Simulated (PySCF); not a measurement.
# Dipole response of Ge (germanium, neutral)

[Ar] 3d10 4s2 4p2, high-spin 3P determinant. All numbers are calculated (PySCF 2.14, scalar relativity through the core potential, in aug-cc-pVDZ-PP with ECP10MDF). Coupled (time-dependent) response in atomic units; α is the mean over directions. A double-zeta set is small for polarisabilities.

```
method  mean α (bohr³)         α xx, yy, zz  C₆ (like pair)  S(−4)
   UHF           40.16  32.25, 44.11, 44.11           352.1  586.8
   PBE           43.61  32.75, 49.05, 49.05           379.6  845.8
  PBE0           41.72  32.24, 46.46, 46.46           362.0  712.8
  BLYP           44.04  32.63, 49.75, 49.75           380.8  902.8
```

S(−4) is the Cauchy moment in α(ω) = α(0) + S(−4) ω² + …

Reference α: 40 ± 1 bohr³ (recommended; Schwerdtfeger and Nagle, table of static dipole polarizabilities (2023 update)). Published C₆: 354.0 (Chu and Dalgarno (2004); Tang, Norbeck and Certain (1976)).

Spin-orbit coupling is absent.

α(iu) at PBE0:

```json
{"u (hartree)": "0", "α(iu) (bohr³)": "41.72"}
{"u (hartree)": "0.0500", "α(iu) (bohr³)": "40.04"}
{"u (hartree)": "0.100", "α(iu) (bohr³)": "36.01"}
{"u (hartree)": "0.200", "α(iu) (bohr³)": "26.72"}
{"u (hartree)": "0.300", "α(iu) (bohr³)": "19.35"}
{"u (hartree)": "0.500", "α(iu) (bohr³)": "10.72"}
{"u (hartree)": "0.750", "α(iu) (bohr³)": "5.905"}
{"u (hartree)": "1.00", "α(iu) (bohr³)": "3.684"}
{"u (hartree)": "1.50", "α(iu) (bohr³)": "1.806"}
{"u (hartree)": "2.00", "α(iu) (bohr³)": "1.064"}
{"u (hartree)": "3.00", "α(iu) (bohr³)": "0.4934"}
{"u (hartree)": "5.00", "α(iu) (bohr³)": "0.1834"}
```

A single London oscillator, α(iu) = α/(1 + u²/ω²), gives C₆ = (3/4) ω α². Matching the computed C₆ needs ω = 4 × 362.0 / (3 × 41.72²) = 0.277 hartree.

The components differ because the open shell of this determinant is not spherical; for a pure term their mean is the scalar polarisability.

Energies and moments cover only the electrons outside the core potential.
